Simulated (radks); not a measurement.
Isoelectronic series with 4 electrons, all held in the configuration [He] 2s2, which need not be the ground one along the series. Method: scalar-relativistic Kohn-Sham, PBEsol, spin-polarised, spherical densities, finite nucleus; Fermi nuclear charge, rms radius of each element as measured or else 0.836 A^(1/3) + 0.57 fm; computed with a radial shooting solver on a logarithmic mesh with Libxc functionals. Total energies (hartree) and mean radii <r> (bohr):

ion    E (hartree)       2s       1s
Ag43+  -2773.40829   0.1268  0.03097
In45+  -3026.70604   0.1210  0.02958
Sb47+  -3292.34264   0.1156  0.02830
I49+   -3570.55288   0.1107  0.02711
Cs51+   -3861.5913   0.1061  0.02600
La53+   -4165.7284   0.1018  0.02497
Pr55+   -4483.2570  0.09782  0.02400
Pm57+   -4814.4809  0.09407  0.02309
Eu59+   -5159.7188  0.09054  0.02223
Tb61+   -5519.4051  0.08722  0.02143
Ho63+   -5893.8123  0.08409  0.02066
Tm65+   -6283.4591  0.08112  0.01994
